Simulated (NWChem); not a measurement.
Species: SiOH cation, singlet; SMILES [OH+]=[Si]

Results from NWChem. Low-valent species are run as closed-shell singlets; no triplet was tried in these runs. Coordinates come from a PBE0/def2-SVP optimisation. Level: PBE0/def2-SVP with SMD (1 M gas to 1 M solution), gas-phase geometry. Reactions with the solvent are ignored.

```
solvent          dielectric constant  solvation free energy (kcal/mol)  cavity-dispersion-structure term (kcal/mol)
---------------  -------------------  --------------------------------  -------------------------------------------
water                           78.4                             -65.5                                          0.7
benzene                         2.27                             -36.4                                         -1.5
1-propanol                      20.5                             -64.1                                         -0.5
ethanol                         24.9                             -64.7                                         -0.5
dichloromethane                 8.93                               [?]                                          [?]
```

**Question.** Fill in the missing entries.

**Answer.** 
- dichloromethane, solvation free energy (kcal/mol): -58.1
- dichloromethane, cavity-dispersion-structure term (kcal/mol): -1.1
